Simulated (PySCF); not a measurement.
This PySCF input asks for the NMR shieldings of SMILES CO[C@H]1C[C@H](C(=O)F)C1, C6H9FO2; the geometry comes from GFN2-xTB.

```python
import basis_set_exchange as bse
import numpy as np
from pyscf import gto, dft
from pyscf.prop import nmr

atoms = """
C     2.755351    0.380180   -0.534838
O     1.761191   -0.215035    0.264008
C     0.530105   -0.354829   -0.386674
C    -0.536669   -0.999611    0.510130
C    -1.499182    0.173720    0.191702
C    -2.583992   -0.247410   -0.733424
O    -2.674121   -0.149809   -1.905553
F    -3.588837   -0.866766   -0.039818
C    -0.347479    0.915489   -0.503872
H     2.943746   -0.214436   -1.436930
H     3.657863    0.417353    0.071528
H     2.474719    1.395961   -0.835036
H     0.659453   -0.866620   -1.350251
H    -0.875358   -1.990781    0.219613
H    -0.221022   -1.010507    1.549587
H    -1.939526    0.649706    1.068390
H     0.042287    1.738604    0.089774
H    -0.567288    1.251110   -1.514752
"""
names = dict.fromkeys(["C", "O", "F", "H"], "pcSseg-1")
basis = {el: gto.basis.parse(bse.get_basis(n, elements=[el], fmt="nwchem")) for el, n in names.items()}
mol = gto.M(atom=atoms, basis=basis, charge=0, verbose=0)
mf = dft.RKS(mol, xc="PBE0")
mf.grids.level = 2
mf.grids.alignment = dft.numint.BLKSIZE   # the property module wants whole blocks of grid points
mf.conv_tol = 1e-9
mf.kernel()

calc = nmr.RKS(mf)   # GIAO
C = mf.mo_coeff
Co = C[:, mf.mo_occ > 0]
resp = mf.gen_response(singlet=True, hermi=2)
def vind(x):   # induced exchange potential for any number of trial vectors
    d = np.einsum("pi,xij,qj->xpq", C, 2 * x.reshape(-1, C.shape[1], Co.shape[1]), Co, optimize=True)
    return np.einsum("xpq,pi,qj->xij", resp(d - d.transpose(0, 2, 1)), C, Co, optimize=True).ravel()
mo1, _ = nmr.rhf.solve_mo1(calc, with_cphf=vind)
sigma = calc.kernel(mo1)
for i, s in enumerate(sigma):   # ppm
    print("%2d %-2s %9.2f" % (i, mol.atom_pure_symbol(i), np.trace(s) / 3))
```

Problem. What are the results?

Solution. 
```
 0 C     129.53
 1 O     281.95
 2 C     112.70
 3 C     151.15
 4 C     156.76
 5 C      10.21
 6 O    -107.64
 7 F     125.10
 8 C     154.94
 9 H      28.66
10 H      27.97
11 H      28.36
12 H      27.78
13 H      29.16
14 H      29.00
15 H      28.72
16 H      29.62
17 H      28.87
```

These numbers come from an equivalent density-fitted implementation of the same equations, which agrees with the script to about 0.01 ppm for H and up to a few tenths of a ppm for heavy atoms, so last digits may differ.

Size and cost of the density-fitted run: 198 basis functions, about 100 core-seconds.
